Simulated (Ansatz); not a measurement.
Relaxation of AlF$_{3}$HO (6 atoms, charge 0, multiplicity 2), to a largest force component of 0.03 eV/Å in at most 50 steps.

Level of theory: UKS BHLYP-D4/def2-SVP (Ansatz).

```xyz
6
Properties=species:S:1:pos:R:3
Al -0.030 0.037 0.295
F 0.344 1.368 1.246
O 1.155 -0.784 -0.546
H 2.095 -0.657 -0.564
F -1.601 -0.199 -0.100
F -0.043 -0.718 2.210
```

Task: Where does it end, and by what steps?

Result: The run converged. After 10 steps the energy has fallen by 0.196 eV; F6 moved furthest, 0.25 Å.

```tsv
step	energy less start (eV)	largest force component (eV/Å)	accepted
0	0.0000	0.557	yes
1	-0.0235	0.266	yes
2	-0.0024	1.330	no
3	-0.0608	0.554	yes
4	-0.1247	0.969	yes
5	-0.1588	0.646	yes
6	-0.1161	0.712	no
7	-0.1888	0.394	yes
8	-0.1901	0.314	yes
9	-0.1933	0.230	yes
10	-0.1958	0.027	yes
```

```xyz
6
Properties=species:S:1:pos:R:3
Al -0.063 -0.137 0.365
F 0.273 1.283 1.386
O 1.164 -0.677 -0.616
H 2.105 -0.749 -0.542
F -1.615 -0.163 -0.157
F 0.056 -0.509 2.103
```

Whether the end is a true minimum wasn't checked by a vibrational analysis.

Run time: 50 s on 2 threads of AMD EPYC 7R43 64-Core Processor (Zen 3) (shared host), peak memory 0.24 GiB.
